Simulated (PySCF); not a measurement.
Gas-phase reaction: SnI4 + SnF2 + C2F6 ⇌ 2 CF4 + 2 SnI2

Energies from PySCF (xtb for GFN2), thermal terms from the rigid-rotor harmonic-oscillator model, ideal gas at 1 bar. † marks an energy on the PBE0/def2-TZVP geometry and frequencies; other levels use their own. MP2 freezes the core. All species are closed-shell singlets. B3LYP is the form with VWN-RPA correlation. I, Sn: scalar-relativistic def2 core potential, no spin-orbit coupling. MP2 isn't extrapolated to the basis-set limit; its ΔH°(298 K) is 63.5 kJ in def2-SVP and 104.1 kJ in def2-TZVPP. The harmonic model lacks anharmonicity and excited electronic states, which grow with temperature; levels with a mode under 35 cm⁻¹ are left out. Internal rotation in C2F6 is treated as a harmonic vibration of one conformer, which makes the entropy rough. Soft modes under 120 cm⁻¹ make the harmonic entropy rough for SnI4, SnI2.

```tsv
level	ΔE electronic, kJ	ΔH°(298 K), kJ	ΔS°(298 K), J/K	ΔG°(600 K), kJ
B3LYP/def2-TZVP†	57	56	151	-32
GFN2-xTB	-109	-109	124	-180
HF/def2-TZVP†	41	41	151	-47
MP2/def2-SVP†	64	63	151	-25
MP2/def2-TZVPP†	104	104	151	16
```
ΔH° is lowest at GFN2-xTB and highest at MP2/def2-TZVPP†. No reference value is set beside these.
